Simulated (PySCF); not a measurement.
C₃H₆BClO, SMILES COB(Cl)C=C.

Geometry: ωB97X-D3(BJ)/def2-SVP. The values are those of a single conformer.

These are TDA-PBE/def2-SVPD (PySCF) values and carry that method's errors.

Vertical excitations. Isolated molecule, no solvent.

Problem. List the lowest excited states. (An estimate is asked for; the answer gives what the named calculation found.)

Solution. 
| state | energy (eV) | λ (nm) | f | main pairs |
|---|---|---|---|---|
| S1 | 5.13 | 242 | 0.010 | HOMO−1→LUMO 57 %, HOMO→LUMO 36 % |
| S2 | 5.39 | 230 | 0.008 | HOMO−3→LUMO 68 %, HOMO−2→LUMO 20 %, HOMO−1→LUMO 11 % |
| S3 | 5.58 | 222 | 0.063 | HOMO−2→LUMO 62 %, HOMO−3→LUMO 26 % |
| S4 | 6.26 | 198 | 0.232 | HOMO→LUMO 39 %, HOMO−1→LUMO 20 %, HOMO→LUMO+1 12 %, HOMO−2→LUMO 9 % |
| S5 | 6.69 | 185 | 0.007 | HOMO−4→LUMO 67 %, HOMO→LUMO+1 28 % |
| S6 | 6.83 | 182 | 0.016 | HOMO→LUMO+1 50 %, HOMO→LUMO+2 16 %, HOMO−5→LUMO 14 %, HOMO−4→LUMO 11 % |
| S7 | 6.95 | 178 | 0.005 | HOMO−5→LUMO 79 % |
| S8 | 7.06 | 176 | 0.014 | HOMO−1→LUMO+1 88 % |
| S9 | 7.13 | 174 | 0.022 | HOMO−2→LUMO+1 82 % |
| S10 | 7.28 | 170 | 0.011 | HOMO−3→LUMO+1 93 % |
| T1 | 4.02 | 308 | 0 | HOMO→LUMO 81 % |
| T2 | 4.87 | 255 | 0 | HOMO−1→LUMO 77 %, HOMO→LUMO 14 % |
| T3 | 5.00 | 248 | 0 | HOMO−2→LUMO 89 % |
| T4 | 5.23 | 237 | 0 | HOMO−3→LUMO 97 % |
Triplets are in the Tamm–Dancoff approximation.
